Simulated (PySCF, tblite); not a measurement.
Isomers of C8H13OP, one GFN2-xTB conformer each. Single-point energies are computed at PBE0/pcSseg-1 (PySCF, gas phase, no added dispersion term), electronic only.

```csv
SMILES,GFN2-xTB relative energy (kcal/mol)
C#C[P@](=O)(C(=C)C)C(C)C,38.8
CCC1=C(OC)P1C1CC1,71.8
CCc1coc(C(C)C)p1,11.6
C=C(C)[P@@]1(=O)CC=C(C)C1,0.0
C=[P@](C)(CC)c1ccco1,56.4
CC=[P@]1(C)C=CC(OC)=C1,74.0
CCc1cc(OC)[pH]c1C,29.7
C=C(C)P1CCC(=O)CC1,33.0
C#CC[P@@]1(=O)CCC[C@H]1C,10.0
```

Conformers: `[CH:1]#[C:2][P@:3](=[O:4])([C:5](=[CH2:6])[CH3:7])[CH:8]([CH3:9])[CH3:10]` with C2–P3–C5–C6 126°, C2–P3–C8–C9 172°; `[CH3:1][CH2:2][C:3]1=[C:4]([O:5][CH3:6])[P:7]1[CH:8]1[CH2:9][CH2:10]1` with C1–C2–C3–C4 126°, C3–C4–O5–C6 175°, C4–P7–C8–C9 171°; `[CH3:1][CH2:2][c:3]1[cH:4][o:5][c:6]([CH:7]([CH3:8])[CH3:9])[p:10]1` with C1–C2–C3–C4 -114°, O5–C6–C7–C8 -100°; `[CH2:1]=[C:2]([CH3:3])[P@@:4]1(=[O:5])[CH2:6][CH:7]=[C:8]([CH3:9])[CH2:10]1` with C1–C2–P4–O5 -1°, C2–P4–C6–C7 89°, P4–C6–C7–C8 15°, C7–C8–C10–P4 -15°, C2–P4–C10–C8 -88°; `[CH2:1]=[P@:2]([CH3:3])([CH2:4][CH3:5])[c:6]1[cH:7][cH:8][cH:9][o:10]1` with C1–P2–C4–C5 -172°, C1–P2–C6–C7 19°; `[CH3:1][CH:2]=[P@:3]1([CH3:4])[CH:5]=[CH:6][C:7]([O:8][CH3:9])=[CH:10]1` with C6–C7–O8–C9 -177°; `[CH3:1][CH2:2][c:3]1[cH:4][c:5]([O:6][CH3:7])[pH:8][c:9]1[CH3:10]` with C1–C2–C3–C4 -85°, C4–C5–O6–C7 -173°; `[CH2:1]=[C:2]([CH3:3])[P:4]1[CH2:5][CH2:6][C:7](=[O:8])[CH2:9][CH2:10]1` with C1–C2–P4–C5 -30°, C2–P4–C5–C6 -161°, P4–C5–C6–C7 65°, C5–C6–C7–O8 117°, C6–C7–C9–C10 62°; `[CH:1]#[C:2][CH2:3][P@@:4]1(=[O:5])[CH2:6][CH2:7][CH2:8][C@H:9]1[CH3:10]` with C2–C3–P4–O5 -176°, C3–P4–C6–C7 125°, P4–C6–C7–C8 -38°, C6–C7–C8–C9 52°, C7–C8–C9–C10 -165°.

Q: What does PBE0/pcSseg-1 give for the same structures?

A: 
```
                   SMILES  PBE0/pcSseg-1 E (Eh)  PBE0/pcSseg-1 (kcal/mol)  GFN2-xTB (kcal/mol)  point group
C=C(C)[P@@]1(=O)CC=C(C)C1            -728.60139                       0.0                  0.0           C1
         CCc1coc(C(C)C)p1            -728.59185                       6.0                 11.6           C1
       C=C(C)P1CCC(=O)CC1            -728.58686                       9.1                 33.0           C1
 C#CC[P@@]1(=O)CCC[C@H]1C            -728.56824                      20.8                 10.0           C1
        CCc1cc(OC)[pH]c1C            -728.55859                      26.9                 29.7           C1
 C#C[P@](=O)(C(=C)C)C(C)C            -728.53569                      41.2                 38.8           C1
     C=[P@](C)(CC)c1ccco1            -728.52889                      45.5                 56.4           C1
   CC=[P@]1(C)C=CC(OC)=C1            -728.49890                      64.3                 74.0           C1
        CCC1=C(OC)P1C1CC1            -728.49657                      65.8                 71.8           C1
```

Both levels put the same isomer lowest; measured from each level's own lowest isomer, the values differ by up to 23.9 kcal/mol (C=C(C)P1CCC(=O)CC1: 33.0 against 9.1). As drawn, the lowest has a P=O bond, which the highest lacks; the highest has a three-membered ring, which the lowest lacks. Neighbours under 2.5 kcal/mol apart (CC=[P@]1(C)C=CC(OC)=C1 and CCC1=C(OC)P1C1CC1) can change places with a better method, another conformer or zero-point energy.

Q: Which frontier levels, dipoles and rotational constants go with these structures?

A: 
| SMILES | HOMO (eV, PBE0/pcSseg-1) | LUMO (eV) | dipole (D) | A, B, C (MHz) |
| --- | --- | --- | --- | --- |
| C=C(C)[P@@]1(=O)CC=C(C)C1 | -7.19 | -0.42 | 4.31 | 1798, 925.2, 786.1 |
| CCc1coc(C(C)C)p1 | -6.41 | -0.61 | 0.92 | 2554, 660.3, 597.3 |
| C=C(C)P1CCC(=O)CC1 | -6.71 | -0.51 | 2.39 | 2317, 723.2, 632.8 |
| C#CC[P@@]1(=O)CCC[C@H]1C | -7.32 | 0.62 | 3.81 | 1307, 1091, 990.2 |
| CCc1cc(OC)[pH]c1C | -5.60 | -0.59 | 0.96 | 1977, 752.0, 577.7 |
| C#C[P@](=O)(C(=C)C)C(C)C | -7.68 | -0.65 | 4.05 | 1272, 1090, 843.2 |
| C=[P@](C)(CC)c1ccco1 | -5.23 | -0.39 | 2.83 | 1703, 899.5, 784.0 |
| CC=[P@]1(C)C=CC(OC)=C1 | -4.82 | -1.53 | 2.49 | 2327, 653.6, 616.0 |
| CCC1=C(OC)P1C1CC1 | -5.94 | 0.53 | 1.35 | 1191, 905.7, 569.3 |

Q: What happens when harmonic zero-point energies from GFN2-xTB frequencies are added?

A: 
```json
{"SMILES": "C=C(C)[P@@]1(=O)CC=C(C)C1", "ZPE (kcal/mol)": "117.8", "electronic (kcal/mol)": "0.0", "with ZPE (kcal/mol)": "0.0"}
{"SMILES": "CCc1coc(C(C)C)p1", "ZPE (kcal/mol)": "120.4", "electronic (kcal/mol)": "6.0", "with ZPE (kcal/mol)": "8.6"}
{"SMILES": "C=C(C)P1CCC(=O)CC1", "ZPE (kcal/mol)": "119.0", "electronic (kcal/mol)": "9.1", "with ZPE (kcal/mol)": "10.2"}
{"SMILES": "C#CC[P@@]1(=O)CCC[C@H]1C", "ZPE (kcal/mol)": "118.6", "electronic (kcal/mol)": "20.8", "with ZPE (kcal/mol)": "21.6"}
{"SMILES": "CCc1cc(OC)[pH]c1C", "ZPE (kcal/mol)": "117.3", "electronic (kcal/mol)": "26.9", "with ZPE (kcal/mol)": "26.3"}
{"SMILES": "C#C[P@](=O)(C(=C)C)C(C)C", "ZPE (kcal/mol)": "116.4", "electronic (kcal/mol)": "41.2", "with ZPE (kcal/mol)": "39.8"}
{"SMILES": "C=[P@](C)(CC)c1ccco1", "ZPE (kcal/mol)": "116.0", "electronic (kcal/mol)": "45.5", "with ZPE (kcal/mol)": "43.7"}
{"SMILES": "CC=[P@]1(C)C=CC(OC)=C1", "ZPE (kcal/mol)": "115.7", "electronic (kcal/mol)": "64.3", "with ZPE (kcal/mol)": "62.2"}
{"SMILES": "CCC1=C(OC)P1C1CC1", "ZPE (kcal/mol)": "118.0", "electronic (kcal/mol)": "65.8", "with ZPE (kcal/mol)": "66.0"}
```

The zero-point energies span 4.7 kcal/mol. The order is unchanged.
